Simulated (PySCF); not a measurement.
Compound: C₄H₇F₃P₂S.
SMILES with atom numbers: `[F:1][C:2]([F:3])=[C:4]([F:5])[P@@H:6](=[S:7])[CH2:8][CH2:9][PH2:10]` (hydrogens: H11 on P6; H12, H13 on C8; H14, H15 on C9; H16, H17 on P10)

Structure used (PBE0-D3(BJ)/def2-SVP), in Å, numbered top down from 1:
```xyz
17
C4H7F3P2S angstrom
F      2.7250    0.1921    1.6713
C      3.0809   -0.1755    0.4704
F      4.3504    0.0054    0.2510
C      2.2127   -0.6724   -0.4152
F      2.6520   -1.0195   -1.6278
P      0.4501   -0.9983   -0.0521
S      0.0497   -2.2011    1.4159
C     -0.2806    0.6797    0.1124
C     -1.7601    0.6366    0.4704
P     -2.7883   -0.1113   -0.9000
H      0.0959   -1.4163   -1.3648
H      0.2954    1.1687    0.9152
H     -0.0785    1.2283   -0.8237
H     -2.1115    1.6397    0.7527
H     -1.8843   -0.0214    1.3472
H     -2.9732    1.0820   -1.6654
H     -4.0521   -0.0050   -0.2487
```

Level: PBE0/pcSseg-1 in PySCF, non-relativistic, on one gas-phase PBE0-D3(BJ)/def2-SVP geometry that isn't relaxed in the solvent. The solvent is an IEF-PCM continuum (van der Waals radii × 1.2). Specific hydrogen bonds and non-electrostatic terms are outside this model.

Gas phase at PBE0/pcSseg-1: HOMO -6.91 eV, LUMO -0.84 eV, dipole 4.15 D.

Question: What does the continuum do to the energy, the frontier levels and the dipole at PBE0/pcSseg-1 in acetonitrile?

Answer: 
```csv
solvent,ε,E(solvent) − E(gas) (kcal/mol),polarisation term (kcal/mol),distortion of the solute (kcal/mol),HOMO (eV),LUMO (eV),dipole (D)
acetonitrile,35.69,-8.09,-10.34,2.25,-7.07,-0.67,6.02
```

The first energy column is the sum of the next two and covers electrostatics alone.

Question: Which radius a makes the point-dipole formula ΔE = −[(ε − 1)/(2ε + 1)]·μ²/a³ give the value in acetonitrile, with the gas-phase dipole?

Answer: μ = 1.635 au and |ΔE| = 0.01289 Eh give a = 2.45 Å; the farthest nucleus lies 4.36 Å from the centroid of the nuclei, so such a sphere wouldn't even hold the nuclei. The formula assumes a rigid point dipole at the centre of a sphere.

Question: Give the dipole vector in the frame of the coordinates (D, pointing from negative to positive charge), gas and acetonitrile.

Answer: Gas (-0.66, 3.93, -1.16), solvent (-0.59, 5.60, -2.14). Its length changes by +45 % and its direction by 6°.

Question: Which Mulliken charges (PBE0/pcSseg-1) respond most in acetonitrile (means over atoms taken as equivalent)?

Answer: 
```json
{"atoms": "S7", "environment": "sulfur bonded to P", "gas (e)": "-0.339", "solvent (e)": "-0.471", "change": "-0.132"}
{"atoms": "P6", "environment": "phosphorus bonded to 2 C, S and H", "gas (e)": "+0.407", "solvent (e)": "+0.461", "change": "+0.054"}
{"atoms": "P10", "environment": "phosphine phosphorus", "gas (e)": "+0.064", "solvent (e)": "+0.013", "change": "-0.051"}
{"atoms": "H13", "environment": "methylene hydrogen", "gas (e)": "+0.163", "solvent (e)": "+0.191", "change": "+0.028"}
{"atoms": "H11", "environment": "P–H hydrogen", "gas (e)": "+0.117", "solvent (e)": "+0.142", "change": "+0.025"}
{"atoms": "H16/H17", "environment": "P–H hydrogen", "gas (e)": "+0.048", "solvent (e)": "+0.065", "change": "+0.017"}
```

Question: Which Mayer bond orders change most in acetonitrile?

Answer: 
```json
{"bond": "P6–S7", "length (Å)": "1.940", "gas": "1.710", "solvent": "1.594", "change": "-0.116"}
{"bond": "C4–P6", "length (Å)": "1.829", "gas": "0.826", "solvent": "0.853", "change": "+0.027"}
{"bond": "P6–C8", "length (Å)": "1.838", "gas": "0.887", "solvent": "0.914", "change": "+0.027"}
{"bond": "C8–H13", "length (Å)": "1.104", "gas": "0.923", "solvent": "0.915", "change": "-0.008"}
{"bond": "C8–H12", "length (Å)": "1.102", "gas": "0.925", "solvent": "0.918", "change": "-0.007"}
{"bond": "C4–F5", "length (Å)": "1.336", "gas": "0.941", "solvent": "0.934", "change": "-0.007"}
{"bond": "P10–H16", "length (Å)": "1.430", "gas": "0.941", "solvent": "0.947", "change": "+0.006"}
{"bond": "P6–H11", "length (Å)": "1.422", "gas": "0.858", "solvent": "0.863", "change": "+0.005"}
```
